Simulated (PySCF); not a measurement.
BrH₄NO₂Sn. Atoms are numbered in the order given.

```xyz
9

N      2.1659    -0.4435    -0.6915
Sn     0.2231     0.1995    -0.5500
O      0.0285     2.1872    -0.6270
O     -0.8275    -0.4298    -2.1278
Br    -0.6642    -0.6174     1.6632
H      2.2487    -1.3226    -0.1589
H      2.3613    -0.6790    -1.6766
H      0.3530     2.5738     0.2105
H     -1.6408     0.1083    -2.2056
```

Coordinates come from a PBE-D3(BJ)/def2-SVP optimisation. The structure was generated by enumeration; whether it is a known compound was not checked. The def2 effective core potentials stand for the cores of Sn; spin–orbit coupling is left out. Other conformers were not sampled.

Calculation: PBE/def2-TZVP (PySCF).

ESP charges are fitted to the potential on shells at 1.4 to 2.0 van der Waals radii. Atomic charges (e):

```csv
atom,Löwdin,ESP fit,Mulliken
N1,-0.39,-0.78,-0.68
Sn2,0.32,0.71,(withheld)
O3,-0.31,-0.57,-0.60
O4,-0.31,-0.61,-0.61
Br5,0.03,-0.20,(withheld)
H6,0.16,0.31,(withheld)
H7,0.16,0.38,(withheld)
H8,0.17,0.37,0.31
H9,0.17,0.40,0.32
```

Problem. Some entries are withheld; supply them. (Estimate from the structure and the level; the computed values follow.)

Solution. 
- Sn2, Mulliken: 1.08
- Br5, Mulliken: -0.32
- H6, Mulliken: 0.25
- H7, Mulliken: 0.25
